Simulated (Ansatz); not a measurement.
A single point on CH₄OSSi (`CS[Si]O`).

```yaml
crystal:
  periodic: [false, false, false]
  atoms:
    - {symbol: C, position_ang: [0.724364, 0.538786, -0.590426]}
    - {symbol: S, position_ang: [-0.196927, -0.844075, -1.315699]}
    - {symbol: Si, position_ang: [-1.496607, -1.621167, 0.224770]}
    - {symbol: O, position_ang: [-1.178823, -0.661369, 1.529891]}
    - {symbol: H, position_ang: [1.342330, 0.206516, 0.245183]}
    - {symbol: H, position_ang: [1.381881, 0.933177, -1.364109]}
    - {symbol: H, position_ang: [0.052510, 1.338175, -0.274049]}
    - {symbol: H, position_ang: [-0.536726, 0.052757, 1.488437]}
basis:
  gaussian: {orbitals: def2-TZVPP}
hamiltonian: {xc: pbe}
correlation: {method: rpa}
```

```sh
$ ansatz run in.yaml --threads 2 --pin off --events-out ev --progress --plain
```

Shortened log:

```
Functional definition: PBE
1191 factors; integrals over basis functions are off by at most 8.4e-4 eV
mean field evaluation 1: about -21840.5789 eV, gradient 8.1e1 eV
mean field evaluation 2: about -21840.5711 eV, gradient 8.1e1 eV
mean field evaluation 4: about -21848.5670 eV, gradient 4.2e1 eV
mean field evaluation 8: about -21853.0591 eV, gradient 9.6e-1 eV
mean field evaluation 16: about -21853.0596 eV, gradient 1.1e-3 eV
mean field -21853.05964628 eV, -803.0851294649 hartree, gradient 3.5e-6 eV, S^2 0.000000; 2 other end points of the search recorded, 0 dependent functions left out
12 core orbitals not correlated: weight in the atoms' cores, before any rotation towards them, 1.000 or more for the frozen orbitals, at most 0.000 for the correlated occupied ones
reference -21812.21553605 eV, -801.5841360991 hartree; 12, 12 occupied and 178, 178 virtual orbitals, 1191 factors
Total energy: -21843.47931482 eV, -802.7330587775 hartree
```

Hardware: 2 threads of a server CPU on a shared host. Wall time 2.5 s, peak host memory 0.44 GiB.
